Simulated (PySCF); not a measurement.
Worked example: oscillator strength and radiative lifetime

Ga(Me)2(NH3) (C₂H₉GaN), SMILES [Ga+](<-[NH3])([CH3])[CH3] (connectivity only; charge and spin as stated), charge +1, multiplicity 1.

The structure is a stationary point at TPSSh-D3(BJ)/def2-SVP. The multiplicity is an assumed one; other spin states were not compared. The isomer is the one that the SMILES or the coordinates give; other isomers of the formula were not compared.

PySCF with TDA-B3LYP/def2-SVPD puts the first singlet state with f over 0.02 at 6.81 eV (vertical), with the transition dipole (0.511, 0.084, -0.451) in atomic units.

Q: Find the oscillator strength, the wavelength and the radiative lifetime that this transition would have in vacuum if emission retraced absorption.

A: 
|μ|² = 0.4716 au, so |μ| = 1.75 D. ΔE = 6.81/27.211 = 0.2503 hartree. f = (2/3) ΔE |μ|² = 0.079 (the program prints 0.079).
λ = 1239.84/6.81 = 182 nm; ν = 54926 cm⁻¹.
Einstein's coefficient A = 0.6670 ν² f s⁻¹ (ν in cm⁻¹) = 1.6e8 s⁻¹, so τ = 1/A = 6.3 ns. This state is S2; the lower singlet has f = 0.000. The figure is the radiative limit of this one transition; relaxation, internal conversion, crossing to triplets and a medium change what is measured.
